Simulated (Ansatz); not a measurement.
## Nudged elastic band run: CH$_{5}$AsOSi

Input file:

```yaml
crystal:
  periodic: [false, false, false]
  atoms:
    - { symbol: As, position_ang: [-1.171302, 1.742916, 0.168461] }
    - { symbol: Si, position_ang: [0.466411, 0.039971, 0.036867] }
    - { symbol: C, position_ang: [-0.036481, -1.689116, -0.244888] }
    - { symbol: O, position_ang: [0.278256, -1.22032, 1.131611] }
    - { symbol: H, position_ang: [-0.583252, 2.460923, -1.050024] }
    - { symbol: H, position_ang: [-0.312054, 2.573829, 1.124771] }
    - { symbol: H, position_ang: [1.862415, 0.45958, -0.222887] }
    - { symbol: H, position_ang: [0.663552, -2.44113, -0.59888] }
    - { symbol: H, position_ang: [-1.078944, -1.972751, -0.362031] }
basis:
  gaussian: { orbitals: def2-mTZVP }
hamiltonian:
  xc: b3lyp
  dispersion: d4
neb:
  order_check: false
  images: 9
  f_tol: 0.03
  max_iterations: 48
  initial_path: idpp
  final_atoms:
    - { symbol: As, position_ang: [-0.61571531, 2.03036612, 0.68274498] }
    - { symbol: Si, position_ang: [0.63043484, 0.04481869, 0.3626863] }
    - { symbol: C, position_ang: [-0.00028694, -1.48096558, -0.40844602] }
    - { symbol: O, position_ang: [-0.00672626, -1.33345342, 1.07647092] }
    - { symbol: H, position_ang: [-1.75193499, 1.53107705, -0.20719925] }
    - { symbol: H, position_ang: [0.08941332, 2.72025854, -0.48770377] }
    - { symbol: H, position_ang: [2.08696491, 0.2565507, 0.53676255] }
    - { symbol: H, position_ang: [0.65776869, -2.27791887, -0.74462353] }
    - { symbol: H, position_ang: [-1.00131727, -1.53683123, -0.82769218] }
```

Command:

```bash
$ ansatz run input.yaml --threads 2 --pin off --max-ram 3072MiB --backend cpu --events-out ev --progress --plain --runs-dir out
```

Output, in part (warnings, iteration lines, the closing report on the highest movable image, with atoms numbered from 0):

```
NEB end point (image 0): max|allowed force component| = 7.242e-3 eV/Å (the criterion of neb.relax_end_points is 1.000e-2)
NEB end point (image 10): max|allowed force component| = 7.440e-3 eV/Å (the criterion of neb.relax_end_points is 1.000e-2)
NEB iter   1: max|band force component| = 7.434e-1 eV/Å  barrier→ = 0.0808 eV  barrier← = 0.0807 eV  Δτ_max = 0.1480 Å  (300 SCF iters)
NEB iter   2: max|band force component| = 4.623e-1 eV/Å  barrier→ = 0.0708 eV  barrier← = 0.0707 eV  CI = image 5  Δτ_max = 0.0810 Å  (272 SCF iters)
NEB iter   3: max|band force component| = 7.148e-2 eV/Å  barrier→ = 0.0263 eV  barrier← = 0.0262 eV  CI = image 5  Δτ_max = 0.0100 Å  (268 SCF iters)
NEB iter   4: max|band force component| = 3.596e-2 eV/Å  barrier→ = 0.0252 eV  barrier← = 0.0252 eV  CI = image 5  Δτ_max = 0.0218 Å  (215 SCF iters)
NEB iter   5: max|band force component| = 2.101e-2 eV/Å  barrier→ = 0.0245 eV  barrier← = 0.0245 eV  CI = image 5  Δτ_max = 0.0000 Å  (503 SCF iters)
Total energy: -71887.02605259 eV, -2641.7994806562 hartree
Atom 0 at    -1.124338     1.708375     0.682810 Å, force    -0.010184    -0.019201     0.010773 eV/Å
Atom 1 at     0.475548    -0.012449     0.353407 Å, force    -0.012931    -0.020039     0.011254 eV/Å
Atom 2 at     0.085970    -1.513247    -0.605471 Å, force    -0.007874     0.016418     0.003521 eV/Å
Atom 3 at     0.016223    -1.541161     0.879682 Å, force    -0.000151     0.007690    -0.002462 eV/Å
Atom 4 at    -1.179726     2.019975    -0.812320 Å, force     0.003651     0.011012    -0.011016 eV/Å
Atom 5 at    -0.042528     2.762095     0.916113 Å, force     0.008671     0.008798    -0.004110 eV/Å
Atom 6 at     1.880400     0.352340     0.646071 Å, force     0.003377     0.003305    -0.006774 eV/Å
Atom 7 at     0.860802    -2.163213    -1.002304 Å, force     0.011367    -0.009984    -0.006012 eV/Å
Atom 8 at    -0.883750    -1.658814    -1.074987 Å, force     0.004073     0.002002     0.004826 eV/Å
Dipole moment:     0.114592     0.343479    -0.295825 e Å
```

It converged. A vibrational analysis at the climbing image gives one clearly imaginary mode, 103i cm⁻¹: a first-order saddle point.

Final band (atoms are numbered from 1 in the order of the input):

```tsv
image	path coordinate (Å)	energy (kcal/mol)	dihedral H5–As1–Si2–H7 (°)
0	0.00	0.0	43
1	0.31	0.0	54
2	0.62	0.2	66
3	0.93	0.3	77
4	1.24	0.5	89
5	1.55	0.6	100
6	1.84	0.5	111
7	2.14	0.4	122
8	2.44	0.2	133
9	2.74	0.1	144
10	3.03	0.0	154
```

Run time: 3.1 min on 2 threads of Arm Neoverse V1, on a shared host, peak memory 0.28 GiB.
